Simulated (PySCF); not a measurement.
## SMILES C1(C)(C)CCC(=O)N1, C6H11NO

Geometry:
| atom | x (Å) | y (Å) | z (Å) |
| --- | --- | --- | --- |
| C1 | -1.409 | -0.908 | 0.982 |
| C2 | -0.481 | -0.114 | 0.065 |
| C3 | -1.240 | 0.368 | -1.176 |
| C4 | 0.785 | -0.908 | -0.318 |
| C5 | 1.915 | 0.121 | -0.312 |
| C6 | 1.399 | 1.244 | 0.578 |
| O7 | 2.030 | 2.172 | 1.026 |
| N8 | 0.084 | 1.019 | 0.774 |
| H9 | -0.895 | -1.170 | 1.904 |
| H10 | -1.729 | -1.822 | 0.489 |
| H11 | -2.291 | -0.323 | 1.232 |
| H12 | -2.064 | 1.017 | -0.887 |
| H13 | -0.576 | 0.927 | -1.830 |
| H14 | -1.645 | -0.478 | -1.724 |
| H15 | 0.975 | -1.674 | 0.434 |
| H16 | 0.673 | -1.398 | -1.283 |
| H17 | 2.857 | -0.269 | 0.067 |
| H18 | 2.099 | 0.535 | -1.305 |
| H19 | -0.496 | 1.671 | 1.276 |

Computed, not measured: GIAO PBE/pcSseg-1 magnetisability, rotational g tensor and spin-rotation constants, non-relativistic, gas phase (PySCF). Geometry: GFN2-xTB.

Q: Give the nuclear spin-rotation constants along the inertial axes (H = +C I·J) beside the isotropic shieldings.

A: Rotational constants 3.5606, 1.5937, 1.4637 GHz. A star marks the isotopologue with that one atom substituted, in its own axes.
```tsv
atom	isotope	Caa (kHz)	Cbb (kHz)	Ccc (kHz)	mean (kHz)	σ (ppm)
N8	14N	0.339	0.175	0.130	0.215	103.1
H9	1H	-0.319	-0.192	0.014	-0.166	30.4
H10	1H	-0.078	-0.097	-0.171	-0.115	30.3
H11	1H	-0.350	0.009	-0.156	-0.166	30.3
H12	1H	-0.389	0.015	-0.150	-0.175	30.5
H13	1H	-0.171	-0.165	-0.063	-0.133	30.1
H14	1H	-0.060	-0.116	-0.167	-0.114	30.6
H15	1H	-0.413	-0.164	0.046	-0.177	29.8
H16	1H	-0.277	-0.040	-0.127	-0.148	29.8
H17	1H	-0.240	-0.096	-0.084	-0.140	29.5
H18	1H	-0.404	-0.124	0.017	-0.170	29.2
H19	1H	-0.408	0.130	-0.214	-0.164	27.6
C1	13C*	0.599	0.297	0.228	0.375	149.5
C2	13C*	0.715	0.317	0.330	0.454	124.4
C4	13C*	0.667	0.251	0.283	0.401	143.8
C5	13C*	0.600	0.241	0.286	0.375	149.0
C6	13C*	1.315	0.766	0.409	0.830	13.6
O7	17O*	-2.169	-0.737	-0.078	-0.995	-61.6
```
For the geometry as given, no vibrational averaging.

Q: How do the rotational constants and the g tensor change when H9, H10, H11, H12, H13, H14, H15, H16, H17, H18, H19 are replaced by deuterium?

A: Constants 2.7830, 1.3741, 1.2703 GHz; g -0.0122, -0.0162, -0.0092, against -0.0151, -0.0186, -0.0102 before.
